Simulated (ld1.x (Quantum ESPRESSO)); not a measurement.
Cutoff test, hafnium, PAW

| Property | Result |
| --- | --- |
| Element | Hf |
| Generator | ld1.x (Quantum ESPRESSO) 7.5 |
| Type | PAW |
| Functional | PBE |
| Relativity | scalar-relativistic |
| Frozen core | [Xe] 4f14 |
| Valence charge | 4 |
| Reference configuration | 5d2 6s0 6p0 (charge +2) |
| Partial waves | 6s (bound, empty): rcut 2.30, rcutus 2.80 bohr; 6s channel at 0.05 Ry: rcut 2.30, rcutus 2.80 bohr; 6p (bound, empty): rcut 2.80, rcutus 3.15 bohr; 6p channel at -0.45 Ry: rcut 2.80, rcutus 3.15 bohr; 5d (bound): rcut 1.30, rcutus 1.75 bohr; 5d channel at 0.25 Ry: rcut 1.30, rcutus 1.75 bohr |
| Local potential | all-electron potential smoothed inside 1.35 bohr (lloc = -1) |
| Core correction | Bessel-smoothed model core inside 1.80 bohr |
| Augmentation charge | PSQ, inside the norm-conserving radii |

The pseudo-atom Hamiltonian at the reference potential is diagonalised in spherical Bessel functions j_l(qr) that vanish at 20 bohr, with q² up to the cutoff. All-electron valence levels (Ry): 6s -1.2863, 6p -0.8833, 5d -1.2277.

Q: How do the lowest levels (Ry) of each channel move with the cutoff, and are there ghosts?

A:

```csv
cutoff (Ry),s #1,s #2,s #3,p #1,p #2,p #3,d #1,f #1,Σ f·Δε (mRy)
8,-13.2101,-1.2860,-0.5130,-0.8834,-0.5335,-0.3818,-0.9952,-0.3218,465.2
12,-19.9573,-1.2862,-0.5130,-2.8468,-0.8833,-0.3819,-1.1098,-0.3234,235.9
18,-23.4858,-1.2863,-0.5131,-5.1392,-0.8833,-0.3819,-1.1955,-0.3247,64.5
25,-24.5484,-1.2863,-0.5131,-6.4240,-0.8833,-0.3819,-1.2205,-0.3253,14.6
35,-25.0403,-1.2863,-0.5131,-7.1349,-0.8833,-0.3819,-1.2275,-0.3257,0.6
45,-25.1306,-1.2863,-0.5131,-7.3470,-0.8833,-0.3819,-1.2276,-0.3258,0.3
400,-25.1610,-1.2863,-0.5131,-7.4358,-0.8833,-0.3819,-1.2278,-0.3259,0.0
```

Result: ghost states, extra bound levels that the all-electron valence spectrum of the same l lacks: s at -342.3 eV, p at -101.2 eV (a true bound ghost makes a file unfit for plane-wave use); 10 mRy is reached at 30 Ry and 1 mRy at 35 Ry.
